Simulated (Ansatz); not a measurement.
**C2H8Sn: structure from calculated spectroscopic constants**

These gas-phase data were calculated for one isomer of C2H8Sn at PBE0-D3(BJ)/def2-SVP (harmonic, unscaled wavenumbers; equilibrium rotational constants with average atomic masses):

```
rotational constants            : 9.713, 4.643, 3.448 GHz
all wavenumbers above 1500 cm⁻¹ : 3189, 3189, 3187, 3187, 3072, 3072, 1910, 1909
dipole moment                   : 0.76 D (PBE0/def2-TZVPD)
```

Candidates:

(1) `C[CH2][SnH3]`, a singlet
(2) `[CH3][SnH2][CH3]`, a singlet

Question: Assign the data to one candidate and say why.

Answer: Candidate (2). 2 modes lie between 1650 and 2000 cm⁻¹, one for each Sn–H bond, while (1) has 3.

The same quantities for all candidates:

```
     rotational constants (GHz)                     wavenumbers above 1500 cm⁻¹  dipole (D)  E above the lowest, PBE0-D3(BJ)/def2-SVP (kcal/mol)
(1)         20.54, 2.806, 2.652  3149, 3130, 3128, 3079, 3044, 1926, 1922, 1919        0.96                                                  5.7
(2)         9.713, 4.643, 3.448  3189, 3189, 3187, 3187, 3072, 3072, 1910, 1909        0.76                                                  0.0
```

Atoms past krypton carry core potentials. Programs: Ansatz 0.2.0.
